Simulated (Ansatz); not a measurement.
# Redistribution: C2H4Ge + C2H8Si → C2H6GeSi + C2H6

Gas-phase species: C2H4Ge `C#[C][GeH3]`, singlet; C2H8Si `CC[SiH3]`, singlet; C2H6GeSi `[SiH3]C#[C][GeH3]`, singlet; C2H6 (ethane) `CC`, singlet. The partners trade H for SiH3; both sit on C, so the bond types are kept.

Shapes, held fixed at every level: PBE0-D4/def2-TZVP. Programs: Ansatz 0.2.0. Electronic energies: no zero-point or thermal term.

```csv
level,kind,ΔE (kJ/mol),less CCSD(T)/def2-TZVPP
SPW92/def2-TZVPP,LDA,-42.4,+5.2
PBE-D4/def2-TZVPP,GGA,-47.1,+0.5
B3LYP-D4/def2-TZVPP,global hybrid,-50.0,-2.4
r2SCAN0-D4/def2-TZVPP,global hybrid,-48.7,-1.1
wB97M-V/def2-TZVPP,range-separated hybrid,-44.3,+3.3
CCSD(T)/def2-SVP,coupled cluster or CI,-49.0,-1.4
CCSD/def2-SVP,coupled cluster or CI,-48.4,-0.8
CCSD(T)/def2-TZVPP,coupled cluster or CI,-47.6,0.0
```

The highest level, CCSD(T)/def2-TZVPP, gives ΔE = -47.6 kJ/mol; the levels span -50.0 to -42.4. The column of differences is taken from that level and isn't an error. No measured value is set beside it here. Relativity is left out for Ge. Outer-core shells of Ge are correlated, in sets that cover them unevenly.
